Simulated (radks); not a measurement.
Species: Br IV. Configuration: [Ar] 3d10 4s2 4p2 (the NIST ground configuration).

Calculated with a radial shooting solver on a logarithmic mesh with Libxc functionals: scalar-relativistic Kohn-Sham, XLYP, spin-polarised, spherical densities, finite nucleus; open shells are filled with parallel spins first; Fermi nuclear charge, rms radius 4.1629 fm.

Energy parts (eV):
| part | energy |
|---|---|
| total | -70876.992 |
| kinetic | 72416.232 |
| electron-nucleus | -169674.443 |
| Hartree | 28879.506 |
| exchange-correlation | -2498.286 |

Orbitals (lengths in bohr, moments of r in powers of bohr; <r^-3> diverges for s and p1/2; r(max) is where P^2 peaks; r(90%) holds 90 % of the orbital's charge):
\begin{tabular}{lrrrrrr}
orbital & occ. & eigenvalue (eV) & r(max) & <r^2> & <r^-3> & r(90%) \\ \hline
1s up & 1 & -13362.10 & 0.02791 & 0.002460 & - & 0.0764 \\
1s down & 1 & -13361.93 & 0.02791 & 0.002460 & - & 0.0764 \\
2s up & 1 & -1772.338 & 0.1592 & 0.04235 & - & 0.293 \\
2s down & 1 & -1772.245 & 0.1592 & 0.04235 & - & 0.293 \\
2p up & 3 & -1568.098 & 0.1274 & 0.03349 & 1358 & 0.270 \\
2p down & 3 & -1567.938 & 0.1274 & 0.03349 & 1358 & 0.270 \\
3s up & 1 & -276.2116 & 0.4838 & 0.3497 & - & 0.821 \\
3s down & 1 & -275.9857 & 0.4839 & 0.3494 & - & 0.821 \\
3p up & 3 & -211.7180 & 0.4807 & 0.3724 & 197.4 & 0.861 \\
3p down & 3 & -211.4637 & 0.4808 & 0.3718 & 197.4 & 0.860 \\
3d up & 5 & -104.9731 & 0.4301 & 0.4289 & 23.38 & 0.970 \\
3d down & 5 & -104.6506 & 0.4301 & 0.4251 & 23.46 & 0.965 \\
4s up & 1 & -55.0652 & 1.371 & 2.701 & - & 2.25 \\
4s down & 1 & -52.9207 & 1.360 & 2.715 & - & 2.27 \\
4p up & 2 & -40.7203 & 1.537 & 3.526 & 21.38 & 2.60 \\
4p down & 0 & -38.6145 & 1.533 & 3.628 & 21.18 & 2.65 \\
4d up & 0 & -21.5850 & 2.098 & 7.002 & 1.566 & 3.72 \\
4d down & 0 & -20.1907 & 2.203 & 7.656 & 1.363 & 3.88 \\
5s up & 0 & -19.8600 & 3.309 & 13.47 & - & 4.91 \\
\end{tabular}

The highest occupied level is 4p up at -40.720 eV. The density falls to 0.001 e/bohr^3 at r = 3.29 bohr. Spin moment in Bohr magnetons: 2. The electron density at the nucleus is 4.503e+04 e/bohr^3 (large components only). The spin density at the nucleus is -0.7727 e/bohr^3 (1s -0.3170, 2s 0.1013, 3s 0.0845, 4s -0.6415). For comparison, the ionisation energy in NIST's Atomic Spectra Database is 47.78 eV (measured). In exact Kohn-Sham theory the highest level is minus the ionisation energy, but local and semilocal functionals leave it too shallow, through self-interaction and a potential that decays too fast; potentials with the right tail come closer. Summed over all electrons, <r^2> = 19.96 bohr^2, which gives a Langevin (diamagnetic) susceptibility term of -15.8 x 10^-6 cm^3/mol.
